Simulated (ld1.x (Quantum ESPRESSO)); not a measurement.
Values are calculated unless marked as measured or tabulated.
## Hardness and transferability of assorted potentials

Generated with ld1.x 7.5 (TM, RRKJ, ultrasoft, PAW), atompaw 4.2 or ONCVPSP 4.0.1. The cutoff is in Ry: for ld1.x and atompaw files where the sum of valence levels is converged to 10 mRy in a Bessel basis, for ONCV files where the hardest occupied wave has 1 mHa per electron of residual kinetic energy. The error is the largest all-electron minus pseudo excitation energy over each file’s own four to seven test configurations (ionisations up to +4, promotions, holes and added fractions of an electron), all of which were solved. The labels leave out finer settings (local radius, basis sizes, second energies), which also bear on the numbers. Spin-polarised tests are not counted. The rows are a selection from randomly drawn settings: files with unsolved tests, undetermined cutoffs or missed reference levels are left out.

A true bound ghost makes a file unfit for plane-wave use even where its test errors are small: the radial tests pick states by their node count and pass the ghost by.

| element | potential | cutoff (Ry) | largest error (meV) | bound ghosts |
| --- | --- | --- | --- | --- |
| Ne | TM, PBE, scalar-relativistic, rc 0.75/0.95 (sp), local p, core correction yes, reference 2s2 2p5 | 200 | +342 | none |
| Al | TM, PBEsol, scalar-relativistic, rc 2.05/1.75/1.55 (spd), local smoothed, core correction no, reference 3s2 3p0 | 10 | +17 | none |
| V | TM semilocal, PBE, scalar-relativistic, rc 2.30/4.10/2.00 (spd), local s, core correction no, reference 3d4 4s1 4p0 | 55 | +221 | none |
| Rb | PAW, LDA (PZ), scalar-relativistic, rc 2.30/2.75/4.30 (spd), local smoothed, core correction yes, reference 4s2 4p6 4d0 5s0.5 5p0 | 10 | -16 | none |
| Cd | PAW, LDA (PZ), scalar-relativistic, rc 2.55/3.05/2.75 (spd), local smoothed, core correction yes, reference 5s2 5p0 | 6 | -268 | d |
| In | TM, PW91, scalar-relativistic, rc 1.90/3.10/3.30 (spd), local smoothed, core correction yes, reference 5s2 5p1 | 18 | -229 | none |
| Sn | TM, Wu–Cohen, scalar-relativistic, rc 1.80/2.55 (sp), local smoothed, core correction yes, reference 5s2 5p1.75 | 21 | -46 | d |
| Ce | RRKJ, PBE, scalar-relativistic, rc 3.30/3.40/3.10/1.20 (spdf), local s, core correction no, reference 4f1 5d0 6s0 6p0 | 140 | +6119 | none |

Q: Fill in the row for W: TM, PBE, scalar-relativistic, rc 2.25/4.00/2.30 (spd), local smoothed, core correction yes, reference 5d4 6s2 6p0.

A: cutoff 30 Ry, largest error -733 meV, bound ghosts: none.
